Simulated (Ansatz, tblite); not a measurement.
Forces on [MoO3S]2- (MoSO₃²⁻) at its r2SCAN-D4/def2-SVPD geometry. Charge -2, multiplicity 1.

In the def2 sets Mo takes a core potential; there is no spin–orbit coupling. The xTB rows come from tblite. A multiply charged anion in the gas phase is held together partly by the finite basis. Removing one electron lowers the energy by 0.86 eV at PBE0-D4/def2-TZVPD, so it isn't bound. At PBE0-D4/def2-TZVPD the highest occupied level of the charge -2 singlet lies above zero (up to 2.58 eV). By energy differences it is unbound by 0.86 eV (vertical, to the charge -1 doublet, at PBE0-D4/def2-TZVPD) and held by the finite basis.

GFN1-xTB (tblite), largest force 1.78 eV/Å:

```xyz
5
positions Å, forces eV/Å
Mo   -0.039   -0.043   -0.074   -0.115   -0.127   -0.218
O    -0.748   -1.575    0.415    0.602    1.186   -0.138
O    -1.305    0.962   -0.765    0.990   -0.582    0.685
O     1.165   -0.356   -1.315   -0.732    0.336    1.067
S     0.927    1.013    1.739   -0.745   -0.813   -1.396
```

GFN2-xTB (tblite), largest force 1.69 eV/Å:

```
Mo -0.709 -0.775 -1.331
O 0.690 1.352 -0.139
O 1.129 -0.648 0.792
O -0.818 0.390 1.225
S -0.292 -0.319 -0.548
```

PBE0-D4/def2-TZVPD (Ansatz), largest force 0.72 eV/Å:

```
Mo -0.242 -0.266 -0.457
O 0.304 0.637 -0.162
O 0.528 -0.384 0.313
O -0.467 0.146 0.534
S -0.122 -0.133 -0.228
```
